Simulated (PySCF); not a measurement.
Isomers of C4H11ClOSi2, one GFN2-xTB conformer each. Single-point energies are computed at PBE0/pcSseg-1 (PySCF, gas phase, no added dispersion term), electronic only.

**Question.** Rank them by PBE0/pcSseg-1 energy, lowest first (kcal/mol).
A. `[CH3:1][C:2]([CH3:3])([CH:4]=[O:5])[SiH2:6][SiH2:7][Cl:8]` with C1–C2–C4–O5 -175°, C1–C2–Si6–Si7 -174°, C2–Si6–Si7–Cl8 100°
B. `[O:1]=[C:2]([CH2:3][CH2:4][SiH3:5])[CH2:6][SiH2:7][Cl:8]` with O1–C2–C3–C4 16°, C2–C3–C4–Si5 -44°, O1–C2–C6–Si7 74°, C2–C6–Si7–Cl8 65°
C. `[O:1]=[C:2]([CH2:3][CH2:4][SiH3:5])[SiH2:6][CH2:7][Cl:8]` with O1–C2–C3–C4 -20°, C2–C3–C4–Si5 44°, O1–C2–Si6–C7 36°, C2–Si6–C7–Cl8 -178°

**Answer.** B (0.0), A (7.2), C (41.8).

GFN2-xTB itself gives, in the same order: 0.0, 13.3, 48.1. Both levels put the same isomer lowest; measured from each level's own lowest isomer, the values differ by up to 6.3 kcal/mol (O=C(CC[SiH3])[SiH2]CCl: 48.1 against 41.8).

**Question.** Which frontier levels, dipoles and rotational constants go with these structures?

**Answer.** 
```
                  SMILES  HOMO (eV, PBE0/pcSseg-1)  LUMO (eV)  dipole (D)       A, B, C (MHz)
  O=C(CC[SiH3])C[SiH2]Cl                     -7.57      -0.97        3.84  1964, 621.6, 575.3
CC(C)(C=O)[SiH2][SiH2]Cl                     -7.48      -1.25        3.81  2106, 698.5, 646.2
  O=C(CC[SiH3])[SiH2]CCl                     -7.29      -1.77        2.50  3602, 401.7, 376.3
```
